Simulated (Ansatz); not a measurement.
Stepwise reaction of `[GaH2][Br]` with hydrogen chloride, as a gas-phase model of exchange steps in deposition or etching. ΔE in kJ/mol; ΔG adds harmonic PBE0-D4 terms to CCSD(T)/CBS, at 1 bar.

Program: Ansatz. Geometries: PBE0-D4/def2-TZVP. ΔE: electronic, gas phase. CBS: MP2 limit from def2 TZ/QZ plus the TZ coupled-cluster correction, frozen cores. This one scheme is used for every species. Functionals use def2-TZVPP. B3LYP here is the variant with VWN-RPA as its local correlation; programs differ in this. For Br, Ga outer-core shells are correlated without core-valence functions, which leaves a few kJ/mol of doubt a bond. Scalar relativity is left out up to krypton.

```csv
step,reaction,PBE-D4,B3LYP-D4,ωB97M-V,CCSD(T)/CBS,ΔG(400 K)
2,`[Cl][GaH][Br]` + HCl → `[Cl][Ga]([Cl])[Br]` + H₂,-83.0,-85.2,-83.0,-85.1,-77.0
```

Q: Give the row of step 1, `[GaH2][Br]` + HCl → `[Cl][GaH][Br]` + H₂. (An estimate is asked.)

A: The calculation gave: 
```csv
step,reaction,PBE-D4,B3LYP-D4,ωB97M-V,CCSD(T)/CBS,ΔG(400 K)
1,`[GaH2][Br]` + HCl → `[Cl][GaH][Br]` + H₂,-100.2,-101.4,-99.3,-101.9,-98.5
```

Q: By hand: ΔE of the 2 steps together at CCSD(T)/CBS.

A: (-101.9) + (-85.1) = -187.0 kJ/mol, or -93.5 kJ/mol a step.

In ΔE each step is higher than the one before. All are downhill at CCSD(T)/CBS. ΔG lies between -98.5 and -77.0 kJ/mol a step. PBE-D4 differs from CCSD(T)/CBS by 1.7 to 2.1 kJ/mol a step. Isolated molecules leave out the surface, adducts and barriers. Largest T1 diagnostic: 0.011.
